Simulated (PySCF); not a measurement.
In(F)(Et)(OH) (C2H6FInO), SMILES C[CH2][In]([OH])[F].

Coordinates come from a r2SCAN-D4/def2-SVP optimisation. The def2 effective core potentials stand for the cores of In; spin–orbit coupling is left out. The values are those of a single conformer.

Vertical ionisation energy (IE) and electron affinity (EA) in eV. Rows of orbital energies are one-electron estimates. Where ΔSCF, EOM or ADC give a negative EA the extra electron is unbound and the value depends on the basis.

```json
[
 {"level": "−ε(HOMO), −ε(LUMO), HF/def2-TZVP (PySCF)", "IE": "10.96", "EA": "-1.27"},
 {"level": "−ε(HOMO), −ε(LUMO), PBE/def2-TZVP (PySCF)", "IE": "6.77", "EA": "2.30"}
]
```
